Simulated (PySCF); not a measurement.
IK, singlet, geometry from GFN2-xTB (such geometries of metal compounds can be far from the true shape) (core potentials on I); WB97X/def2-SVP, TDA run with PySCF.

PySCF was given this input:
```python
from pyscf import gto, scf, dft, tdscf

mol = gto.Mole()
mol.atom = '''
    K    -0.000000   -0.000000   -2.323818
    I     0.000000    0.000000    0.833067
'''
mol.basis = 'def2-svp'
mol.ecp = {'I': 'def2-svp'}
mol.charge = 0
mol.spin = 0
mol.verbose = 4
mol.build()

mf = dft.RKS(mol)
mf.xc = 'wb97x'
mf.kernel()
td = mf.TDA()
td.nstates = 5
td.kernel()
td.analyze(verbose=3)
```

Output, abridged:

```
PySCF version 2.14.0

[INPUT] verbose = 4
[INPUT] num. atoms = 2
[INPUT] num. electrons = 44
[INPUT] charge = 0
[INPUT] spin (= nelec alpha-beta = 2S) = 0
[INPUT] symmetry False subgroup None
[INPUT] Mole.unit = angstrom
[INPUT] Symbol           X                Y                Z      unit          X                Y                Z       unit  Magmom
[INPUT]  1 K      0.000000000000   0.000000000000  -2.323818000000 AA    0.000000000000   0.000000000000  -4.391379583335 Bohr   0.0
[INPUT]  2 I      0.000000000000   0.000000000000   0.833067000000 AA    0.000000000000   0.000000000000   1.574268473413 Bohr   0.0

nuclear repulsion = 79.6225314469802
number of shells = 20
number of NR pGTOs = 112
number of NR cGTOs = 50
basis = def2-svp
ecp = {'I': 'def2-svp'}

******** <class 'pyscf.dft.rks.RKS'> ********
method = RKS
initial guess = minao
damping factor = 0
level_shift factor = 0
DIIS = <class 'pyscf.scf.diis.CDIIS'>
diis_start_cycle = 1
diis_space = 8
diis_damp = 0
SCF conv_tol = 1e-09
SCF conv_tol_grad = None
SCF max_cycles = 50
direct_scf = True
direct_scf_tol = 1e-13
XC library pyscf.dft.libxc version 7.1.2
    S. Lehtola, C. Steigemann, M. J. T. Oliveira, and M. A. L. Marques,  SoftwareX 7, 1–5 (2018)
XC functionals = wb97x
    J.-D. Chai and M. Head-Gordon,  J. Chem. Phys. 128, 084106 (2008)
radial grids:
    Treutler-Ahlrichs [JCP 102, 346 (1995); DOI:10.1063/1.469408] (M4) radial grids

becke partition: Becke, JCP 88, 2547 (1988); DOI:10.1063/1.454033
pruning grids: <function nwchem_prune>
grids dens level: 3
symmetrized grids: False
atomic radii adjust function: <function treutler_atomic_radii_adjust>
small_rho_cutoff = 0
Set gradient conv threshold to 3.16228e-05
Initial guess from minao.
tot grids = 42000
init E= -866.168434571949
  HOMO = -1.15312640491438  LUMO = -0.403501637672027  gap/eV = 20.39833
cycle= 1 E= -896.459665631682  delta_E= -30.3  |g|= 2.65  |ddm|= 7.87

WARN: HOMO 0.0384028745404535 == LUMO 0.0384028745405105

cycle= 2 E= -895.398065875987  delta_E= 1.06  |g|= 2.28  |ddm|= 9.47
  HOMO = -0.479001907476842  LUMO = -0.0623748423136661  gap/eV = 11.33700
cycle= 3 E= -897.544006671459  delta_E= -2.15  |g|= 0.561  |ddm|=  7.9
  HOMO = -0.247601313026638  LUMO = -0.0202653888095981  gap/eV = 6.18613
cycle= 4 E= -897.675297421895  delta_E= -0.131  |g|= 0.0741  |ddm|= 1.25
  HOMO = -0.255064330953363  LUMO = -0.00500585663267827  gap/eV = 6.80444
cycle= 5 E= -897.677960946548  delta_E= -0.00266  |g|= 0.0189  |ddm|= 0.177
  HOMO = -0.266283678209894  LUMO = -0.00425534999836685  gap/eV = 7.13015
cycle= 6 E= -897.678154730613  delta_E= -0.000194  |g|= 0.00542  |ddm|= 0.0525
  HOMO = -0.267998803944017  LUMO = -0.0040047375386365  gap/eV = 7.18364
cycle= 7 E= -897.678179216525  delta_E= -2.45e-05  |g|= 0.0014  |ddm|= 0.0171
  HOMO = -0.26816487105927  LUMO = -0.00414199173762597  gap/eV = 7.18443
cycle= 8 E= -897.678182607104  delta_E= -3.39e-06  |g|= 0.000323  |ddm|= 0.00733
  HOMO = -0.268298974277211  LUMO = -0.00414884013942185  gap/eV = 7.18789
cycle= 9 E= -897.67818273762  delta_E= -1.31e-07  |g|= 4.31e-05  |ddm|= 0.0013
  HOMO = -0.268301892588314  LUMO = -0.0041481282844984  gap/eV = 7.18799
cycle= 10 E= -897.678182740529  delta_E= -2.91e-09  |g|= 6.98e-06  |ddm|= 0.000263
  HOMO = -0.268300006933536  LUMO = -0.0041491589642888  gap/eV = 7.18791
cycle= 11 E= -897.678182740596  delta_E= -6.62e-11  |g|= 1.77e-06  |ddm|= 4.65e-05
  HOMO = -0.268299827309539  LUMO = -0.00414919770582856  gap/eV = 7.18790
Extra cycle  E= -897.678182740601  delta_E= -5.12e-12  |g|= 6.89e-07  |ddm|= 9.23e-06
converged SCF energy = -897.678182740601

******** <class 'pyscf.tdscf.rks.TDA'> for <class 'pyscf.dft.rks.RKS'> ********
nstates = 5 singlet
deg_eia_thresh = 1.000e-03
wfnsym = None
conv_tol = 1e-05
eigh lindep = 1e-12
eigh level_shift = 0
eigh max_cycle = 100

Excitation energies (eV)
[3.96795994 3.96795997 4.421432   5.73162699 5.80395334]

** Singlet excitation energies and oscillator strengths **
Excited State   1:      3.96796 eV    312.46 nm  f=0.0442
Excited State   2:      3.96796 eV    312.46 nm  f=0.0442
Excited State   3:      4.42143 eV    280.42 nm  f=0.1088
Excited State   4:      5.73163 eV    216.32 nm  f=0.1300
Excited State   5:      5.80395 eV    213.62 nm  f=0.0639
```
